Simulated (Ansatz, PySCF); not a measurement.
Breaking the C2–H3 bond in C2H6Mg (SMILES [CH3][Mg][CH3]) (multiplicity 1 held, fragments rigid). Energies count from the point at 1.094 Å.
Geometry at that point (charge 0, multiplicity 1):
```xyz
9

Mg     0.0000     0.0000     0.0000
C      1.6071     0.2545    -1.3170
H      2.3439    -0.5484    -1.2184
H      2.1334     1.1970    -1.1380
H      1.2793     0.2630    -2.3609
C     -1.6071    -0.2545     1.3170
H     -2.1822    -1.1564     1.0864
H     -2.3029     0.5890     1.2764
H     -1.2715    -0.3442     2.3546
```

Restricted levels (R-, RO-) in cc, def2 and unpolarised 6-31G sets keep to the state of the molecule at rest. Unrestricted levels (U-) break spin symmetry where that is lower. Curves can end on different states.

Correlated levels freeze the cores. Rows in 6-31G* carry no dispersion term and start afresh at each structure (6-31G* with six Cartesian d functions).

Run with Ansatz (a quantum-chemistry and plane-wave program) with Gaussian orbitals; PySCF for 6-31G* rows. 

Energies in kJ/mol.

```
R (Å)  R-BP86/6-31G*  U-r2SCAN/def2-TZVPP  R-B3LYP/6-31G*  U-B3LYP/def2-TZVPP  R-MP2/def2-TZVPP
-----  -------------  -------------------  --------------  ------------------  ----------------
0.875            131                  118             125                 116               118
0.985             28                   23              25                  23                23
1.094              0                    0               0                   0                 0
1.204             11                   15              14                  15                17
1.313             43                   50              49                  50                53
1.477            107                  118             116                 117               125
1.641            175                  189             186                 188               201
1.915            278                  297             294                 294               318
2.188            362                  369             382                 376               415
2.517            437                  411             464                 425               505
2.954            505                  436             540                 451               587
3.501            556                  447             600                 460               642
```

Doubts at one or more of the structures used: a restricted determinant that unrestricted orbitals would lower (R-BP86/6-31G*, R-B3LYP/6-31G*, R-MP2/def2-TZVPP); a spin-contaminated determinant (U-r2SCAN/def2-TZVPP, U-B3LYP/def2-TZVPP).
